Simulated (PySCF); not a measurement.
**How methods differ on the ionisation energy of Pt**

Pt [Xe] 4f14 5d9 6s1 (3D) → Pt⁺ [Xe] 4f14 5d9 (2D), as a difference of total energies. Computed with PySCF 2.14 in def2-SVP with the def2 core potential (60 electrons) (6s3p2d1f, 32 functions), with scalar relativity through the core potential. Correlated levels: valence: 5s2 5p6 frozen. The calculations carry no spin-orbit coupling.

| method | ionisation energy (eV) | difference from reference (eV) |
| --- | --- | --- |
| UHF | 7.579 | -1.380 |
| M06-2X | 8.851 | -0.108 |
| MP2 (valence) | 8.670 | -0.289 |
| SCS-MP2 (valence) | 8.505 | -0.454 |

Reference: 8.959 eV (measured; NIST Atomic Spectra Database, ionization energies).

The reference lies between the lowest fine-structure levels, while these numbers refer to the centres of the terms.

Errors of the correlated levels include the incompleteness of this basis and the frozen core.
